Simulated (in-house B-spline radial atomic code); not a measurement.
Configurations of the mercury ion Hg⁸⁺, with energies counted from [Xe] 4f14 5d4. Computed with an all-electron radial atomic-structure program (B-spline basis): Dirac-Hartree-Fock, average of configuration, Fermi nucleus of rms radius 5.4648 fm. Energies include first-order Breit, QED and recoil terms.

Occupations are held fixed; configurations that lie above the ionisation limit could autoionise.

```json
{"configuration": "[Xe] 4f14 5d3 7p1", "E - E(ref) (eV)": "79.7", "highest orbital": "7p3/2", "its <r> (bohr)": "3.506"}
{"configuration": "[Xe] 4f14 5d3 5g1", "E - E(ref) (eV)": "87.301", "highest orbital": "5g7/2", "its <r> (bohr)": "2.922"}
{"configuration": "[Xe] 4f14 5d3 7f1", "E - E(ref) (eV)": "100.56", "highest orbital": "7f7/2", "its <r> (bohr)": "5.174"}
{"configuration": "[Xe] 4f14 5d3 6g1", "E - E(ref) (eV)": "100.85", "highest orbital": "6g7/2", "its <r> (bohr)": "4.684"}
{"configuration": "[Xe] 4f13 5d5", "E - E(ref) (eV)": "105.34", "highest orbital": "5d5/2", "its <r> (bohr)": "1.191"}
{"configuration": "[Kr] 4d10 4f14 5s2 5p5 5d4 7f1", "E - E(ref) (eV)": "170.16", "highest orbital": "7f7/2", "its <r> (bohr)": "5.156"}
{"configuration": "[Kr] 4d10 4f14 5s2 5p5 5d4 8g1", "E - E(ref) (eV)": "184.24", "highest orbital": "8g7/2", "its <r> (bohr)": "9.227"}
```

**Question.** Order these further configurations by energy, lowest first.
A. [Xe] 4f13 5d4 9s1
B. [Xe] 4f13 5d4 6g1
C. [Kr] 4d10 4f14 5s2 5p5 5d4 7s1
D. [Xe] 4f13 5d4 5g1
E. [Xe] 4f13 5d4 7p1

**Answer.** C (142.01 eV), E (187.77 eV), D (195.69 eV), B (209.25 eV), A (212.94 eV).

**Question.** How far above the reference does [Xe] 4f13 5d4 7s1 lie?

**Answer.** 180.46 eV; its least bound orbital is 7s1/2 with <r> = 3.105 bohr.

**Question.** How far above the reference does [Xe] 4f13 5d4 6s1 lie?

**Answer.** 135.1 eV; its least bound orbital is 6s1/2 with <r> = 1.803 bohr.

**Question.** How far above the reference does [Kr] 4d10 4f14 5s2 5p5 5d4 9g1 lie?

**Answer.** 187.96 eV; its least bound orbital is 9g7/2 with <r> = 12.01 bohr.
